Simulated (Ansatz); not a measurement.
A short molecular-dynamics run on Mg11MnS11Br2.

```yaml
crystal:
  periodic: [false, false, false]
  atoms:
    - {symbol: S, position_ang: [-1.626663, 0.164205, 2.472326]}
    - {symbol: S, position_ang: [-4.128181, 2.929951, 0.242149]}
    - {symbol: S, position_ang: [-2.095102, -3.850194, 0.223161]}
    - {symbol: S, position_ang: [0.935663, -3.774206, -2.212479]}
    - {symbol: S, position_ang: [-1.570124, -0.038485, -1.821492]}
    - {symbol: S, position_ang: [-1.059622, 3.969722, 2.156544]}
    - {symbol: S, position_ang: [0.742020, -1.715761, 0.814041]}
    - {symbol: S, position_ang: [1.313899, 1.869187, -0.215045]}
    - {symbol: S, position_ang: [-1.649935, 3.646060, -2.458851]}
    - {symbol: S, position_ang: [4.088540, -1.106862, -0.291712]}
    - {symbol: S, position_ang: [2.503095, 1.236655, 3.403074]}
    - {symbol: Mg, position_ang: [-1.481492, -2.144386, 1.775162]}
    - {symbol: Mg, position_ang: [-3.101195, 1.851304, -1.614519]}
    - {symbol: Mg, position_ang: [-2.761339, 2.216489, 2.067555]}
    - {symbol: Mg, position_ang: [-1.922813, 4.132447, -0.095133]}
    - {symbol: Mg, position_ang: [-0.812897, -2.335257, -1.375960]}
    - {symbol: Mg, position_ang: [0.134822, -4.767913, -0.120287]}
    - {symbol: Mg, position_ang: [2.522684, -2.954839, -0.532959]}
    - {symbol: Mg, position_ang: [0.004351, 1.920970, -2.353106]}
    - {symbol: Mg, position_ang: [2.733437, 0.356656, -1.547336]}
    - {symbol: Mn, position_ang: [-0.459060, 0.333245, 0.354084]}
    - {symbol: Mg, position_ang: [0.782599, 2.395265, 2.359845]}
    - {symbol: Mg, position_ang: [2.671132, -0.156805, 1.555601]}
    - {symbol: Br, position_ang: [2.348971, -5.116670, 1.062597]}
    - {symbol: Br, position_ang: [1.887201, 0.939213, -3.847271]}
basis:
  gaussian: {orbitals: def2-SVP, fitting: {mean_field: def2-universal-jkfit}}
magnetization: {spin_polarized: true, initial_magnetization: 5}
hamiltonian: {xc: {name: r2SCAN}, dispersion: d3bjatm}
md: {timestep: 0.5 fs, n_steps: 25, ensemble: nvt_nose_hoover, temperature: 1000, initial_velocities: maxwell_boltzmann, seed: 585}
scf: {omitted_lower_state_checks: [starts]}
```

```sh
$ ansatz run in.yaml --threads 2 --pin off --events-out ev --progress --plain --max-ram 32768MiB --backend cuda --devices 0, --max-vram 18GiB
```

```json
{"step": "0", "time (fs)": "0.0", "potential energy (eV)": "-350444.4351", "kinetic (eV)": "2.9730", "T (K)": "1000", "conserved (eV)": "-350441.4621"}
{"step": "1", "time (fs)": "0.5", "potential energy (eV)": "-350444.4336", "kinetic (eV)": "2.9714", "T (K)": "999", "conserved (eV)": "-350441.4621"}
{"step": "2", "time (fs)": "1.0", "potential energy (eV)": "-350444.4281", "kinetic (eV)": "2.9660", "T (K)": "998", "conserved (eV)": "-350441.4621"}
{"step": "3", "time (fs)": "1.5", "potential energy (eV)": "-350444.4188", "kinetic (eV)": "2.9567", "T (K)": "995", "conserved (eV)": "-350441.4621"}
{"step": "4", "time (fs)": "2.0", "potential energy (eV)": "-350444.4057", "kinetic (eV)": "2.9435", "T (K)": "990", "conserved (eV)": "-350441.4621"}
{"step": "5", "time (fs)": "2.5", "potential energy (eV)": "-350444.3887", "kinetic (eV)": "2.9265", "T (K)": "984", "conserved (eV)": "-350441.4621"}
{"step": "6", "time (fs)": "3.0", "potential energy (eV)": "-350444.3679", "kinetic (eV)": "2.9058", "T (K)": "977", "conserved (eV)": "-350441.4621"}
{"step": "7", "time (fs)": "3.5", "potential energy (eV)": "-350444.3434", "kinetic (eV)": "2.8813", "T (K)": "969", "conserved (eV)": "-350441.4621"}
{"step": "8", "time (fs)": "4.0", "potential energy (eV)": "-350444.3153", "kinetic (eV)": "2.8532", "T (K)": "960", "conserved (eV)": "-350441.4621"}
{"step": "9", "time (fs)": "4.5", "potential energy (eV)": "-350444.2836", "kinetic (eV)": "2.8215", "T (K)": "949", "conserved (eV)": "-350441.4621"}
{"step": "10", "time (fs)": "5.0", "potential energy (eV)": "-350444.2486", "kinetic (eV)": "2.7865", "T (K)": "937", "conserved (eV)": "-350441.4621"}
{"step": "11", "time (fs)": "5.5", "potential energy (eV)": "-350444.2103", "kinetic (eV)": "2.7483", "T (K)": "924", "conserved (eV)": "-350441.4621"}
{"step": "12", "time (fs)": "6.0", "potential energy (eV)": "-350444.1689", "kinetic (eV)": "2.7070", "T (K)": "911", "conserved (eV)": "-350441.4621"}
{"step": "13", "time (fs)": "6.5", "potential energy (eV)": "-350444.1247", "kinetic (eV)": "2.6628", "T (K)": "896", "conserved (eV)": "-350441.4621"}
{"step": "14", "time (fs)": "7.0", "potential energy (eV)": "-350444.0778", "kinetic (eV)": "2.6160", "T (K)": "880", "conserved (eV)": "-350441.4621"}
{"step": "15", "time (fs)": "7.5", "potential energy (eV)": "-350444.0284", "kinetic (eV)": "2.5667", "T (K)": "863", "conserved (eV)": "-350441.4620"}
{"step": "16", "time (fs)": "8.0", "potential energy (eV)": "-350443.9768", "kinetic (eV)": "2.5152", "T (K)": "846", "conserved (eV)": "-350441.4620"}
{"step": "17", "time (fs)": "8.5", "potential energy (eV)": "-350443.9232", "kinetic (eV)": "2.4618", "T (K)": "828", "conserved (eV)": "-350441.4620"}
{"step": "18", "time (fs)": "9.0", "potential energy (eV)": "-350443.8680", "kinetic (eV)": "2.4067", "T (K)": "810", "conserved (eV)": "-350441.4620"}
{"step": "19", "time (fs)": "9.5", "potential energy (eV)": "-350443.8114", "kinetic (eV)": "2.3503", "T (K)": "791", "conserved (eV)": "-350441.4620"}
{"step": "20", "time (fs)": "10.0", "potential energy (eV)": "-350443.7537", "kinetic (eV)": "2.2928", "T (K)": "771", "conserved (eV)": "-350441.4620"}
{"step": "21", "time (fs)": "10.5", "potential energy (eV)": "-350443.6953", "kinetic (eV)": "2.2346", "T (K)": "752", "conserved (eV)": "-350441.4619"}
{"step": "22", "time (fs)": "11.0", "potential energy (eV)": "-350443.6364", "kinetic (eV)": "2.1759", "T (K)": "732", "conserved (eV)": "-350441.4619"}
{"step": "23", "time (fs)": "11.5", "potential energy (eV)": "-350443.5775", "kinetic (eV)": "2.1173", "T (K)": "712", "conserved (eV)": "-350441.4619"}
{"step": "24", "time (fs)": "12.0", "potential energy (eV)": "-350443.5188", "kinetic (eV)": "2.0589", "T (K)": "693", "conserved (eV)": "-350441.4619"}
{"step": "25", "time (fs)": "12.5", "potential energy (eV)": "-350443.4607", "kinetic (eV)": "2.0011", "T (K)": "673", "conserved (eV)": "-350441.4619"}
```

Velocities are drawn at the set temperature; a run this short doesn't reach equilibrium.

Frames (Å, forces in eV/Å):

```xyz
25
time=0.0 fs
S    -1.627    0.164    2.472   -0.127    0.025   -0.041
S    -4.128    2.930    0.242    0.177   -0.091   -0.019
S    -2.095   -3.850    0.223    0.123    0.075    0.027
S     0.936   -3.774   -2.212   -0.036    0.047    0.144
S    -1.570   -0.038   -1.821   -0.036    0.027   -0.002
S    -1.060    3.970    2.157   -0.023   -0.113   -0.103
S     0.742   -1.716    0.814   -0.009   -0.099   -0.025
S     1.314    1.869   -0.215    0.026   -0.036   -0.046
S    -1.650    3.646   -2.459    0.022   -0.109    0.131
S     4.089   -1.107   -0.292   -0.143    0.041   -0.033
S     2.503    1.237    3.403   -0.079   -0.011   -0.127
Mg   -1.481   -2.144    1.775    0.049   -0.028    0.022
Mg   -3.101    1.851   -1.615   -0.032    0.066   -0.048
Mg   -2.761    2.216    2.068   -0.017    0.057    0.061
Mg   -1.923    4.132   -0.095   -0.062    0.090    0.010
Mg   -0.813   -2.335   -1.376    0.009   -0.075   -0.034
Mg    0.135   -4.768   -0.120    0.008   -0.009   -0.038
Mg    2.523   -2.955   -0.533    0.016   -0.001    0.021
Mg    0.004    1.921   -2.353    0.001    0.037   -0.058
Mg    2.733    0.357   -1.547    0.084    0.030   -0.025
Mn   -0.459    0.333    0.354   -0.031   -0.006    0.013
Mg    0.783    2.395    2.360    0.092    0.057    0.075
Mg    2.671   -0.157    1.556    0.058   -0.006    0.062
Br    2.349   -5.117    1.063   -0.062    0.026   -0.053
Br    1.887    0.939   -3.847   -0.008    0.010    0.084
25
time=1.5 fs
S    -1.633    0.167    2.485   -0.047   -0.098   -0.176
S    -4.124    2.938    0.246    0.136   -0.102   -0.044
S    -2.078   -3.858    0.223   -0.106    0.100    0.041
S     0.932   -3.774   -2.216    0.018    0.041    0.192
S    -1.563   -0.047   -1.821   -0.110    0.119    0.009
S    -1.064    3.977    2.149    0.025   -0.186   -0.074
S     0.752   -1.712    0.800   -0.141   -0.129    0.020
S     1.313    1.879   -0.205    0.057   -0.074   -0.192
S    -1.654    3.651   -2.452    0.040   -0.181    0.050
S     4.087   -1.110   -0.285   -0.118    0.069   -0.077
S     2.491    1.243    3.393    0.046   -0.145   -0.100
Mg   -1.481   -2.147    1.762    0.088    0.116    0.113
Mg   -3.111    1.850   -1.610    0.047    0.061   -0.036
Mg   -2.768    2.214    2.073    0.037    0.130    0.028
Mg   -1.919    4.148   -0.101   -0.097    0.036    0.097
Mg   -0.810   -2.339   -1.372    0.032   -0.030   -0.101
Mg    0.119   -4.763   -0.124    0.302   -0.124   -0.035
Mg    2.535   -2.963   -0.526   -0.053   -0.070   -0.038
Mg   -0.002    1.917   -2.353    0.011    0.086   -0.035
Mg    2.722    0.347   -1.549    0.097    0.036    0.046
Mn   -0.449    0.340    0.352   -0.133   -0.037    0.113
Mg    0.789    2.393    2.349   -0.079    0.207    0.050
Mg    2.659   -0.176    1.553    0.104    0.110    0.165
Br    2.351   -5.123    1.065   -0.134    0.053   -0.098
Br    1.887    0.942   -3.846   -0.021    0.014    0.081
25
time=3.0 fs
S    -1.640    0.170    2.497    0.028   -0.216   -0.303
S    -4.121    2.945    0.251    0.095   -0.112   -0.067
S    -2.060   -3.867    0.223   -0.360    0.136    0.060
S     0.929   -3.774   -2.219    0.070    0.033    0.237
S    -1.556   -0.056   -1.821   -0.181    0.206    0.020
S    -1.069    3.985    2.142    0.071   -0.254   -0.044
S     0.762   -1.709    0.787   -0.276   -0.164    0.058
S     1.312    1.889   -0.195    0.089   -0.111   -0.340
S    -1.659    3.656   -2.444    0.057   -0.251   -0.035
S     4.084   -1.114   -0.279   -0.091    0.096   -0.119
S     2.479    1.249    3.383    0.175   -0.283   -0.065
Mg   -1.480   -2.149    1.748    0.124    0.256    0.205
Mg   -3.121    1.850   -1.606    0.121    0.059   -0.023
Mg   -2.774    2.212    2.079    0.089    0.200   -0.004
Mg   -1.916    4.164   -0.107   -0.131   -0.016    0.185
Mg   -0.806   -2.344   -1.367    0.054    0.017   -0.168
Mg    0.103   -4.758   -0.127    0.613   -0.249   -0.042
Mg    2.548   -2.971   -0.519   -0.119   -0.136   -0.093
Mg   -0.009    1.913   -2.353    0.020    0.135   -0.014
Mg    2.710    0.336   -1.550    0.111    0.040    0.116
Mn   -0.438    0.347    0.349   -0.232   -0.069    0.205
Mg    0.795    2.392    2.339   -0.252    0.358    0.024
Mg    2.647   -0.195    1.551    0.156    0.230    0.268
Br    2.353   -5.129    1.067   -0.198    0.080   -0.139
Br    1.888    0.944   -3.844   -0.034    0.017    0.077
25
time=4.5 fs
S    -1.646    0.172    2.509    0.097   -0.326   -0.419
S    -4.117    2.953    0.255    0.053   -0.122   -0.090
S    -2.043   -3.875    0.224   -0.638    0.183    0.086
S     0.926   -3.774   -2.221    0.119    0.022    0.275
S    -1.548   -0.064   -1.820   -0.246    0.287    0.030
S    -1.073    3.992    2.135    0.113   -0.315   -0.013
S     0.771   -1.706    0.773   -0.411   -0.202    0.090
S     1.310    1.899   -0.186    0.121   -0.146   -0.488
S    -1.663    3.660   -2.437    0.073   -0.319   -0.122
S     4.082   -1.117   -0.272   -0.062    0.122   -0.160
S     2.467    1.255    3.373    0.308   -0.422   -0.020
Mg   -1.479   -2.151    1.735    0.155    0.389    0.296
Mg   -3.131    1.849   -1.602    0.191    0.061   -0.010
Mg   -2.781    2.211    2.084    0.139    0.265   -0.034
Mg   -1.912    4.180   -0.113   -0.164   -0.065    0.270
Mg   -0.803   -2.348   -1.363    0.074    0.065   -0.234
Mg    0.088   -4.753   -0.131    0.940   -0.386   -0.057
Mg    2.560   -2.979   -0.512   -0.180   -0.198   -0.144
Mg   -0.016    1.908   -2.352    0.030    0.183    0.005
Mg    2.699    0.326   -1.551    0.126    0.045    0.182
Mn   -0.428    0.354    0.347   -0.328   -0.102    0.288
Mg    0.801    2.390    2.328   -0.424    0.508   -0.001
Mg    2.635   -0.213    1.549    0.214    0.351    0.368
Br    2.355   -5.136    1.069   -0.253    0.105   -0.174
Br    1.888    0.946   -3.842   -0.047    0.021    0.074
25
time=6.0 fs
S    -1.653    0.175    2.521    0.160   -0.427   -0.525
S    -4.113    2.960    0.259    0.011   -0.132   -0.112
S    -2.027   -3.883    0.224   -0.933    0.241    0.119
S     0.922   -3.774   -2.224    0.168    0.008    0.309
S    -1.541   -0.072   -1.820   -0.308    0.361    0.041
S    -1.077    3.999    2.127    0.153   -0.368    0.020
S     0.781   -1.703    0.759   -0.546   -0.243    0.116
S     1.309    1.909   -0.177    0.152   -0.180   -0.635
S    -1.668    3.664   -2.430    0.089   -0.385   -0.210
S     4.080   -1.120   -0.266   -0.033    0.146   -0.198
S     2.455    1.261    3.363    0.441   -0.560    0.031
Mg   -1.478   -2.152    1.722    0.181    0.514    0.384
Mg   -3.140    1.848   -1.598    0.256    0.066    0.003
Mg   -2.787    2.209    2.090    0.186    0.323   -0.063
Mg   -1.909    4.196   -0.119   -0.195   -0.112    0.352
Mg   -0.799   -2.352   -1.359    0.090    0.112   -0.298
Mg    0.073   -4.749   -0.135    1.278   -0.531   -0.081
Mg    2.572   -2.988   -0.505   -0.238   -0.254   -0.191
Mg   -0.023    1.905   -2.352    0.040    0.229    0.023
Mg    2.687    0.316   -1.552    0.140    0.048    0.244
Mn   -0.418    0.361    0.345   -0.419   -0.136    0.362
Mg    0.806    2.389    2.318   -0.591    0.654   -0.025
Mg    2.623   -0.231    1.548    0.277    0.473    0.466
Br    2.357   -5.142    1.071   -0.300    0.128   -0.205
Br    1.888    0.948   -3.840   -0.059    0.024    0.072
25
time=7.5 fs
S    -1.659    0.177    2.532    0.217   -0.517   -0.622
S    -4.109    2.967    0.263   -0.031   -0.141   -0.132
S    -2.011   -3.890    0.224   -1.241    0.309    0.159
S     0.919   -3.774   -2.226    0.215   -0.008    0.336
S    -1.535   -0.080   -1.819   -0.364    0.430    0.052
S    -1.082    4.006    2.120    0.189   -0.414    0.053
S     0.790   -1.700    0.746   -0.680   -0.287    0.135
S     1.308    1.919   -0.168    0.182   -0.211   -0.781
S    -1.672    3.668   -2.423    0.104   -0.446   -0.298
S     4.078   -1.123   -0.260   -0.005    0.168   -0.234
S     2.444    1.266    3.353    0.571   -0.693    0.089
Mg   -1.476   -2.153    1.710    0.203    0.627    0.468
Mg   -3.150    1.847   -1.594    0.317    0.073    0.016
Mg   -2.793    2.208    2.095    0.231    0.375   -0.090
Mg   -1.906    4.211   -0.124   -0.225   -0.155    0.430
Mg   -0.796   -2.356   -1.355    0.103    0.157   -0.358
Mg    0.060   -4.745   -0.139    1.621   -0.682   -0.113
Mg    2.584   -2.997   -0.498   -0.290   -0.303   -0.234
Mg   -0.029    1.901   -2.352    0.052    0.274    0.038
Mg    2.676    0.306   -1.553    0.154    0.051    0.303
Mn   -0.408    0.368    0.342   -0.507   -0.170    0.428
Mg    0.812    2.389    2.307   -0.750    0.794   -0.044
Mg    2.612   -0.249    1.547    0.345    0.593    0.560
Br    2.359   -5.148    1.073   -0.340    0.150   -0.232
Br    1.888    0.951   -3.838   -0.071    0.027    0.071
25
time=9.0 fs
S    -1.666    0.178    2.543    0.268   -0.594   -0.710
S    -4.105    2.975    0.267   -0.072   -0.150   -0.151
S    -1.996   -3.898    0.225   -1.552    0.386    0.204
S     0.916   -3.773   -2.228    0.262   -0.026    0.358
S    -1.528   -0.088   -1.819   -0.416    0.494    0.063
S    -1.086    4.013    2.113    0.223   -0.454    0.089
S     0.798   -1.697    0.732   -0.811   -0.332    0.148
S     1.308    1.928   -0.160    0.211   -0.240   -0.924
S    -1.676    3.672   -2.416    0.116   -0.504   -0.383
S     4.076   -1.126   -0.254    0.023    0.186   -0.267
S     2.433    1.271    3.343    0.692   -0.819    0.150
Mg   -1.475   -2.154    1.698    0.219    0.728    0.547
Mg   -3.159    1.847   -1.590    0.374    0.081    0.028
Mg   -2.799    2.207    2.101    0.274    0.419   -0.115
Mg   -1.903    4.227   -0.129   -0.254   -0.196    0.501
Mg   -0.792   -2.359   -1.352    0.112    0.200   -0.414
Mg    0.048   -4.742   -0.142    1.961   -0.835   -0.149
Mg    2.596   -3.006   -0.492   -0.337   -0.343   -0.274
Mg   -0.036    1.897   -2.352    0.064    0.316    0.051
Mg    2.665    0.296   -1.553    0.167    0.054    0.356
Mn   -0.398    0.374    0.340   -0.590   -0.204    0.486
Mg    0.816    2.389    2.296   -0.897    0.924   -0.056
Mg    2.601   -0.267    1.546    0.418    0.710    0.649
Br    2.361   -5.155    1.074   -0.373    0.168   -0.255
Br    1.888    0.953   -3.836   -0.082    0.030    0.070
25
time=10.5 fs
S    -1.672    0.180    2.554    0.311   -0.659   -0.789
S    -4.101    2.982    0.270   -0.113   -0.158   -0.167
S    -1.981   -3.905    0.225   -1.854    0.468    0.252
S     0.913   -3.773   -2.230    0.309   -0.047    0.372
S    -1.522   -0.095   -1.818   -0.464    0.553    0.074
S    -1.090    4.019    2.106    0.253   -0.486    0.126
S     0.806   -1.695    0.719   -0.935   -0.377    0.155
S     1.307    1.937   -0.152    0.238   -0.267   -1.063
S    -1.680    3.675   -2.409    0.127   -0.557   -0.465
S     4.073   -1.129   -0.248    0.049    0.201   -0.296
S     2.423    1.275    3.333    0.802   -0.933    0.210
Mg   -1.473   -2.153    1.686    0.231    0.815    0.618
Mg   -3.168    1.846   -1.586    0.426    0.091    0.040
Mg   -2.805    2.206    2.106    0.315    0.455   -0.138
Mg   -1.901    4.242   -0.133   -0.281   -0.235    0.564
Mg   -0.788   -2.363   -1.349    0.115    0.240   -0.463
Mg    0.038   -4.739   -0.146    2.284   -0.983   -0.189
Mg    2.608   -3.015   -0.485   -0.379   -0.375   -0.310
Mg   -0.043    1.894   -2.351    0.078    0.355    0.062
Mg    2.654    0.287   -1.553    0.180    0.056    0.404
Mn   -0.389    0.381    0.339   -0.668   -0.239    0.535
Mg    0.819    2.391    2.286   -1.027    1.042   -0.061
Mg    2.590   -0.283    1.546    0.494    0.822    0.731
Br    2.363   -5.161    1.076   -0.399    0.184   -0.273
Br    1.888    0.955   -3.835   -0.093    0.032    0.071
25
time=12.5 fs
S    -1.679    0.181    2.567    0.360   -0.724   -0.881
S    -4.096    2.991    0.275   -0.165   -0.166   -0.186
S    -1.965   -3.914    0.226   -2.216    0.576    0.317
S     0.910   -3.773   -2.233    0.373   -0.077    0.381
S    -1.514   -0.104   -1.817   -0.521    0.625    0.089
S    -1.095    4.027    2.096    0.290   -0.518    0.178
S     0.816   -1.692    0.701   -1.088   -0.435    0.157
S     1.306    1.950   -0.143    0.271   -0.299   -1.240
S    -1.686    3.679   -2.401    0.139   -0.619   -0.565
S     4.070   -1.133   -0.241    0.079    0.214   -0.329
S     2.409    1.280    3.320    0.923   -1.062    0.286
Mg   -1.471   -2.152    1.671    0.238    0.907    0.699
Mg   -3.179    1.846   -1.580    0.489    0.105    0.053
Mg   -2.812    2.206    2.113    0.365    0.489   -0.166
Mg   -1.898    4.262   -0.139   -0.316   -0.283    0.632
Mg   -0.783   -2.368   -1.346    0.111    0.284   -0.517
Mg    0.028   -4.737   -0.152    2.663   -1.163   -0.241
Mg    2.622   -3.028   -0.477   -0.425   -0.401   -0.351
Mg   -0.051    1.890   -2.351    0.098    0.401    0.072
Mg    2.639    0.273   -1.553    0.196    0.059    0.458
Mn   -0.376    0.390    0.337   -0.763   -0.284    0.591
Mg    0.823    2.394    2.272   -1.169    1.175   -0.050
Mg    2.576   -0.304    1.547    0.596    0.960    0.829
Br    2.365   -5.169    1.078   -0.423    0.201   -0.292
Br    1.888    0.959   -3.832   -0.106    0.035    0.075
```

It took 6.1 min on 2 threads of AMD EPYC 7R13 on a shared host and a share (18 GiB) of an NVIDIA H100 80GB HBM3, peak host memory 1.6 GiB.
